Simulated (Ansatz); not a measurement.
Input for Ansatz (a first-principles code): R-wB97M-V/def2-TZVPP on C2H7Ga (SMILES [CH3][GaH][CH3]), a point of a torsion scan.

Ansatz 0.2 input:
```yaml
crystal:
  periodic: [false, false, false]
  atoms:
    - {symbol: C, position_ang: [1.75565198, 0.32461829, 0.23386949]}
    - {symbol: Ga, position_ang: [0.24918974, -0.31850758, -0.96908366]}
    - {symbol: C, position_ang: [0.08895973, -2.15394874, -1.82669738]}
    - {symbol: H, position_ang: [2.50221228, -0.46379030, 0.37279671]}
    - {symbol: H, position_ang: [2.26147513, 1.19753836, -0.18919298]}
    - {symbol: H, position_ang: [1.38419937, 0.61524094, 1.22087926]}
    - {symbol: H, position_ang: [-0.92371749, 0.72087781, -1.26994640]}
    - {symbol: H, position_ang: [0.05911739, -2.08521961, -2.91806184]}
    - {symbol: H, position_ang: [-0.82545892, -2.66504778, -1.51148219]}
    - {symbol: H, position_ang: [0.94040089, -2.78442988, -1.55129908]}
basis:
  gaussian:
    orbitals: def2-TZVPP
hamiltonian:
  xc: {name: wB97M-V}
scf: {lower_state_search: off}
```

The log:

```
WARN ansatz: RAYON_NUM_THREADS=1 ignored (pool sized by the plan → 1); use --threads N
Functional definition: wB97M-V
these checks for a lower state are left out or cut short: stability, starts, cluster_reference, orbital_swaps, neighbouring_geometries, increment
integrals: 0.15 GiB planned
1176 factors; their error is unknown
integrals: 0.19 GiB planned
306 factors; integrals over basis functions are off by at most 8.5e-6 eV
mean field: 1.31 GiB planned
mean field evaluation 1: about -54555.8740 eV, gradient 5.6e1 eV
mean field evaluation 2: about -54557.9449 eV, gradient 4.9e1 eV
mean field evaluation 4: about -54562.3612 eV, gradient 1.8e0 eV
mean field evaluation 8: about -54562.3787 eV, gradient 6.7e-2 eV
mean field evaluation 16: about -54562.4745 eV, gradient 1.5e-5 eV
mean field -54562.47447052 eV, -2005.1339530182 hartree, gradient 4.3e-6 eV, S^2 0.000000; 0 other end points of the search recorded, 0 dependent functions left out
reference -54562.47452130 eV, -2005.1339548844 hartree; 25, 25 occupied and 183, 183 virtual orbitals, 1176 factors
Total energy: -54562.47452130 eV, -2005.1339548844 hartree
Checks for a lower state left out: stability, starts, cluster_reference, orbital_swaps, neighbouring_geometries, increment
```

The run converged.

Cost: roughly 8 core-seconds.
